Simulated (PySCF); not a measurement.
**GeH₂ + 2 HCl → GeH₄ + Cl₂**

Level: PBE0 in the def2-TZVP basis family, all electrons, no relativity, computed in PySCF with density fitting; open shells unrestricted.

```
species                            state and structure       E (Eh)  ZPE (kJ/mol)  H(298 K) − H(0) (kJ/mol)  S° (J/(mol K))
   GeH₂  singlet, C2v, Ge–H 1.594 Å (×2); H–Ge–H 90.6°  -2077.87561          28.7                      10.0           220.6
    HCl                     singlet, C∞v, H–Cl 1.279 Å   -460.66440          17.9                       8.7           186.6
   GeH₄                 singlet, Td, Ge–H 1.534 Å (×4)  -2079.11846          77.8                      10.7           217.5
    Cl₂                    singlet, D∞h, Cl–Cl 1.982 Å   -920.08940           3.5                       9.1           222.5
```

Question: What is the electronic reaction energy?

Answer: At PBE0/def2-TZVP, ΔE = -9.1 kJ/mol from the differences of the total energies times 2625.5, downhill. 

Question: Add zero-point, thermal and entropy terms for 298.15 K and 1 bar.

Answer: ΔZPE = 16.8 and Δ[H(298) − H(0)] = -7.6 kJ/mol give ΔH° = 0.1 kJ/mol. ΔS° = -153.8 J/(mol K), so ΔG° = 0.1 − 298.15 × (-0.1538) = 46 kJ/mol and log₁₀K = -8.1.

Each species is the lowest minimum found with this bonding; other isomers or fragments can lie lower.
